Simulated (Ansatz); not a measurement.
Relaxation of ClGaH₆OSi (10 atoms, charge 0, multiplicity 1), to a largest force component of 0.03 eV/Å in at most 50 steps.

Computed with RKS BHLYP/def2-SVP in Ansatz.

```xyz
10
Properties=species:S:1:pos:R:3:forces:R:3
Ga -1.816 -0.026 -0.219 1.02 0.01 0.25
Cl -0.476 -2.742 1.606 0.30 0.64 -0.27
H -2.259 -0.742 -1.520 0.02 -0.01 -0.03
H -2.642 0.586 0.943 0.00 -0.01 -0.01
H 0.227 -1.709 1.218 -0.38 -0.42 0.12
O 0.007 0.178 -0.012 -1.04 -0.20 -0.06
Si 1.400 0.937 -0.415 0.08 -0.08 0.03
H 2.316 0.912 0.750 0.03 0.02 0.00
H 2.075 0.257 -1.548 -0.01 0.00 -0.02
H 1.169 2.349 -0.804 -0.04 0.04 0.00
```

**Question.** Where does it end, and by what steps?

**Answer.** The forces met the threshold. After 8 steps the energy has fallen by 0.147 eV; Cl2 moved furthest, 0.52 Å.

| step | energy less start (eV) | largest force component (eV/Å) | accepted |
| --- | --- | --- | --- |
| 0 | 0.0000 | 1.039 | yes |
| 1 | -0.0835 | 0.386 | yes |
| 2 | -0.1258 | 0.368 | yes |
| 3 | -0.1307 | 0.379 | yes |
| 4 | -0.1387 | 0.256 | yes |
| 5 | -0.1425 | 0.110 | yes |
| 6 | -0.1448 | 0.111 | yes |
| 7 | -0.1465 | 0.091 | yes |
| 8 | -0.1473 | 0.014 | yes |

```xyz
10
Properties=species:S:1:pos:R:3
Ga -1.683 -0.218 -0.083
Cl -0.806 -2.402 1.391
H -2.100 -0.884 -1.423
H -2.535 0.524 0.981
H 0.082 -1.501 1.031
O 0.126 0.024 0.109
Si 1.422 0.906 -0.388
H 2.428 0.955 0.696
H 2.050 0.302 -1.588
H 1.015 2.293 -0.727
```

Run time: 12 s on 2 threads of AMD EPYC 9R45 96-Core Processor (Zen 5) (shared host), peak memory 0.29 GiB.
